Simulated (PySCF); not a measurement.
## Field gradients at the hydrogen positions

Compound: C4H10F2Si2.
Structure used (GFN2-xTB), in Å, numbered top down from 1:
```xyz
18
C4H10F2Si2 angstrom
F      2.2670   -0.4423    1.4123
C      2.1807    0.3655    0.3217
F      3.1015   -0.1088   -0.5590
C      0.7960    0.3401   -0.2766
C     -0.2211    0.9189    0.7112
C     -1.6449    0.8199    0.1641
Si    -1.9801   -0.9877   -0.3831
Si     0.2533   -1.4417   -0.7952
H      2.5192    1.3665    0.6394
H      0.8378    0.9823   -1.1624
H      0.0253    1.9634    0.9336
H     -0.1527    0.3644    1.6519
H     -1.7452    1.4925   -0.6902
H     -2.3474    1.1697    0.9196
H     -2.9224   -0.9956   -1.5071
H     -2.6206   -1.7228    0.7143
H      0.9254   -2.4183    0.0628
H      0.7193   -1.6595   -2.1689
```

Level: PBE0/pcSseg-1 (PySCF, non-relativistic); Q(2H) = 0.00286 b; rigid geometry, the same for H and D, with no vibrational averaging.

Task: Rank these positions by the coupling χzz of a deuteron there, largest first.
A. H9 (methine hydrogen)
B. H13 (methylene hydrogen)
C. H18 (Si–H hydrogen)
D. H12 (methylene hydrogen)

Result: B (209 kHz), D (199 kHz), A (179 kHz), C (109 kHz).

Task: Tabulate Vzz, the asymmetry η and χzz = 234.96 MHz × Q × Vzz for every hydrogen position.

Result: 
```
atom  bonded to  bond length (Å)  Vzz (au)     η  χzz (kHz)
  H9         C2            1.103    0.2658  0.04        179
 H10         C4            1.095    0.2999  0.05        202
 H11         C5            1.096    0.2977  0.03        200
 H12         C5            1.094    0.2956  0.01        199
 H13         C6            1.092    0.3106  0.03        209
 H14         C6            1.089    0.3166  0.03        213
 H15        Si7            1.467    0.1629  0.02        109
 H16        Si7            1.468    0.1620  0.02        109
 H17        Si8            1.463    0.1642  0.01        110
 H18        Si8            1.467    0.1629  0.03        109
```

Task: Average by the element that carries the hydrogen.

Result: on C: 200 kHz over 6 positions, mean bond length 1.095 Å; on Si: 110 kHz over 4 positions, mean bond length 1.466 Å.

Task: How does χzz go with the bond length over the 6 C–H bonds?

Result: A straight-line fit has a slope of -24.2 kHz for each 0.01 Å, with a correlation coefficient of -0.98, over lengths from 1.089 to 1.103 Å. The longer bonds have the smaller couplings here.

Geometry: GFN2-xTB, one conformer, isolated molecule. GFN2-xTB bond lengths can be off by several hundredths of an ångström, more for odd bonds, and the gradients follow them. With a basis this small, the couplings can be 20 % off.

These values come from a run that also computed NMR shieldings. The run took 25 s wall on AMD EPYC 9R45, one thread, shared host with 96 logical CPUs at a one-minute load of 64, and the process peaked at 0.91 GiB of memory.
